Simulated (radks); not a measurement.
Values are calculated unless marked as measured or tabulated.
Hg0.8+, configuration [Kr] 4d10 4f14 5s2 5p5.2 5d10 6s2 (fractional occupations, a model configuration). Code: a radial shooting solver on a logarithmic mesh with Libxc functionals. Model: Dirac Kohn-Sham, LDA (Slater exchange, Perdew-Wang correlation), spin-unpolarised, spherical densities, point nucleus; open shells are shared between the two j in proportion to 2j + 1.

Unscreened Slater integrals over Kohn-Sham orbitals (hartree). Large and small components are both included.

integral            value
F0(6s1/2,6s1/2)   0.36699
F0(6s1/2,5d5/2)   0.43453
G2(6s1/2,5d5/2)   0.10284
F0(6s1/2,5d3/2)   0.43786
G2(6s1/2,5d3/2)  0.093833
F0(6s1/2,5p3/2)   0.45604
G1(6s1/2,5p3/2)  0.035808
F0(5d5/2,5d5/2)   0.62341
F2(5d5/2,5d5/2)   0.32067
F4(5d5/2,5d5/2)   0.21188
F0(5d5/2,5d3/2)   0.63542
F2(5d5/2,5d3/2)   0.32693
G2(5d5/2,5d3/2)   0.32641
G4(5d5/2,5d3/2)   0.21592
F0(5d5/2,5p3/2)   0.70993
F2(5d5/2,5p3/2)   0.35178
G1(5d5/2,5p3/2)   0.42730
G3(5d5/2,5p3/2)   0.26421
F0(5d3/2,5d3/2)   0.64819
F2(5d3/2,5d3/2)   0.33426
F0(5d3/2,5p3/2)   0.72815
F2(5d3/2,5p3/2)   0.36664
G1(5d3/2,5p3/2)   0.45298
G3(5d3/2,5p3/2)   0.28025
F0(5p3/2,5p3/2)   0.84838
F2(5p3/2,5p3/2)   0.45627
